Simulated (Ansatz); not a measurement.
Species: CuBr$_{2}$, net charge -1, singlet state. 
Structure (B3LYP-D3(BJ)/def2-TZVP (Ansatz, a first-principles code) minimum search):
```
Cu
Br 1 2.2991
Br 1 2.2991 2 180.00
```
Charge -1, spin multiplicity 1.

Parts of the frozen-core correlation energy in STO-3G (Ansatz, hartree). Frozen orbitals: 37; correlated occupied orbitals by spin: 13 and 13; virtual: 4 and 4. Spin-orbit coupling is left out. No relativistic terms. The restricted reference is unstable. The program attaches cautions to this run: above unrestricted, lower state, other roots.

| term | value |
|---|---|
| reference (HF) | -6709.58400 |
| MP2 opposite-spin | [?] |
| MP2 same-spin | [?] |
| CCSD correlation | [?] |
| (T) | -0.00447 |
| T1 diagnostic | 0.008 |
| largest doubles amplitude | 0.610 |

Question: Complete the blanks.

Answer: 
- MP2 opposite-spin, value: -0.04052
- MP2 same-spin, value: -0.00628
- CCSD correlation, value: -0.13379
